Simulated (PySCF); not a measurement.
Cost of one run: geometry optimisation, `p1cc(Br)oc1`.

Method: PBE0-D3(BJ)/def2-SVP geometry optimisation, gas phase (PySCF 2.14.0). Work: geometry optimisation from a GFN2-xTB start shaken at random, density fitting. A driver script takes a list of jobs; this job's settings line and coordinates (Å) are shown.

Input:
```
{"job": {"xc": "PBE0", "basis": "def2-SVP", "d3": "d3bj", "grid": 1, "maxiter": 30, "shake": 0.01, "kind": "geom"}, "charge": 0, "multiplicity": 1}
Br     2.719090    -0.364710    -0.350930
C      0.852910    -0.055290    -0.108790
C      0.199260     1.116140     0.131540
P     -1.486180     0.832260     0.287600
C     -1.192100    -0.830030    -0.004580
O      0.096070    -1.135310    -0.187880
H      0.722120     2.065470     0.228000
H     -1.856030    -1.647660    -0.047410
```

Hardware: an Arm Neoverse N1 with one thread, no GPU, shared host with 64 logical CPUs at a one-minute load of 30. PySCF's memory limit was set to 2320 MB.

**Question.** How large is the basis?

**Answer.** 116 functions.

**Question.** Estimate the wall time.

**Answer.** About 69 s. The run took 8 energy-and-gradient evaluations and 58 SCF cycles, 8.6 s an evaluation on average.

**Question.** Estimate the peak memory.

**Answer.** About 0.49 GiB. Peak memory is the resident size of the whole Python process, interpreter and libraries included.

**Question.** At this speed, how long would 5000 such jobs take on 64 cores, one job a core?

**Answer.** 5000/64 gives 79 rounds of 69 s, about 91 min of wall time and 96 core-hours, if the jobs don't slow each other.

The output:
```
step   0  E = -3105.02241021  max force = 0.034313
step   1  E = -3105.02344998  max force = 0.010014
step   2  E = -3105.02554845  max force = 0.006670
step   3  E = -3105.02612605  max force = 0.008674
step   4  E = -3105.02656888  max force = 0.001841
step   5  E = -3105.02658218  max force = 0.001218
step   6  E = -3105.02659884  max force = 0.000257
step   7  E = -3105.02659963  max force = 0.000117
optimisation converged
```

Energies in Eh; «max force» is the largest Cartesian gradient component in Eh/bohr.

The host was shared with other jobs, so the times are rough.

The run converged: final energy -3105.02660 Eh after 7 steps; dipole 0.12 D.
